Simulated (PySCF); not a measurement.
Excitation energy of Cu²⁺ by level of theory

Cu²⁺ [Ar] 3d9 (2D) → Cu²⁺ [Ar] 3d8 4s1, s spin flipped, as a difference of total energies. Computed with PySCF 2.14 in aug-cc-pVTZ-DK, with scalar relativity by spin-free X2C-1e. Correlated levels: valence: [Ar] frozen. The calculations carry no spin-orbit coupling.

```csv
method,excitation energy (cm⁻¹)
UHF,50295
MP2 (valence),65942
SCS-MP2 (valence),64508
```

The upper determinant mixes two multiplicities, so it lies between the two terms.
